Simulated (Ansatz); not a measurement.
Stepwise reaction of `[NH2][Cd][NH2]` with water, as a gas-phase model of exchange steps in deposition or etching. ΔE in kJ/mol; ΔG adds harmonic PBE0-D4 terms to CCSD(T)/CBS, at 1 bar.

Program: Ansatz. Geometries: PBE0-D4/def2-TZVP. ΔE: electronic, gas phase. CCSD(T)/CBS adds triple-zeta CCSD(T) − MP2 to the extrapolated MP2 energy (def2 sets, frozen cores). This one scheme is used for every species. Functionals use def2-TZVPP. B3LYP here is the variant with VWN-RPA as its local correlation; programs differ in this. def2 core potentials past Kr. For Cd outer-core shells are correlated without core-valence functions, which leaves a few kJ/mol of doubt a bond. Each species was taken in one conformer, which may not be the lowest.

```csv
step,reaction,PBE-D4,B3LYP-D4,ωB97M-V,CCSD(T)/CBS,ΔG(600 K)
1,`[NH2][Cd][NH2]` + H₂O → `[NH2][Cd][OH]` + NH₃,-18.8,-20.1,-17.7,-16.2,-17.2
2,`[NH2][Cd][OH]` + H₂O → `[OH][Cd][OH]` + NH₃,-12.8,-14.7,-13.6,-11.7,-6.6
```

Task: By hand: ΔE of the 2 steps together at CCSD(T)/CBS.

Result: (-16.2) + (-11.7) = -27.9 kJ/mol, or -13.9 kJ/mol a step.

In ΔE the steps differ by no more than 4.5 kJ/mol. All are downhill at CCSD(T)/CBS. ΔG lies between -17.2 and -6.6 kJ/mol a step. PBE-D4 differs from CCSD(T)/CBS by -2.6 to -1.1 kJ/mol a step. Isolated molecules leave out the surface, adducts and barriers. Largest T1 diagnostic: 0.017.
